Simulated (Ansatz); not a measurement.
`O[SiH2]/C=C/[SiH3]` and `F/C=C/[SiH3]` differ in one atom or group.

Ansatz, PBE0-D4/def2-TZVP geometries, multiplicity 1. Each molecule was computed in one conformer, which needn't be the lowest.

```tsv
property	`O[SiH2]/C=C/[SiH3]`
HOMO energy (PBE/def2-TZVPP) / eV	-6.88
LUMO energy (B3LYP/def2-TZVPP) / eV	-1.15
HOMO–LUMO gap (ωB97M-V/def2-TZVPP) / eV	11.31
HOMO–LUMO gap (PBE0/def2-TZVPP) / eV	7.04
ideal-gas entropy at 298 K and 1 bar (rigid rotor, harmonic PBE0-D4/def2-TZVP) / J/(mol·K)	373
HOMO energy (B3LYP/def2-TZVPP) / eV	-7.79
```

Q: Give the same properties after the change, and the shifts. (An estimate is asked.)

A: The calculation gave: 
```csv
property,`F/C=C/[SiH3]`,shift
HOMO energy (PBE/def2-TZVPP) / eV,-6.65,0.23
LUMO energy (B3LYP/def2-TZVPP) / eV,-0.54,0.61
HOMO–LUMO gap (ωB97M-V/def2-TZVPP) / eV,11.94,0.63
HOMO–LUMO gap (PBE0/def2-TZVPP) / eV,7.57,0.53
"ideal-gas entropy at 298 K and 1 bar (rigid rotor, harmonic PBE0-D4/def2-TZVP) / J/(mol·K)",307,-66
HOMO energy (B3LYP/def2-TZVPP) / eV,-7.64,0.15
```

With PBE0 the HOMO rises by 0.15 eV and the LUMO rises by 0.67 eV, so the gap widens by about 0.52 eV. PBE moves the HOMO by 0.23 eV and ωB97M-V by 0.11 eV. The zero-point energy changes by -76.0 kJ/mol with -12 modes.

Positive LUMOs are unbound, so they and the gaps depend on the basis.

B3LYP here is the variant with VWN-RPA as its local correlation; programs differ in this.
